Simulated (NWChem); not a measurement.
Molecule: TaNHF₃; SMILES [NH]=[Ta]([F])([F])[F]

Computed with NWChem. Structure relaxed at the PBE-D3(BJ)/def2-SVP level. def2 effective core potentials on Ta; no spin-orbit coupling. Level M06-2X/def2-SVP: energy and gradient on several grids; changes count from the extra-fine grid, which is no exact limit either.

```csv
grid,size of the energy change (μHa),largest change of a gradient component (μHa/bohr)
xcoarse,30000,6000
coarse,800,900
medium,100,100
fine,< 10,90
xfine,< 10,< 30
```
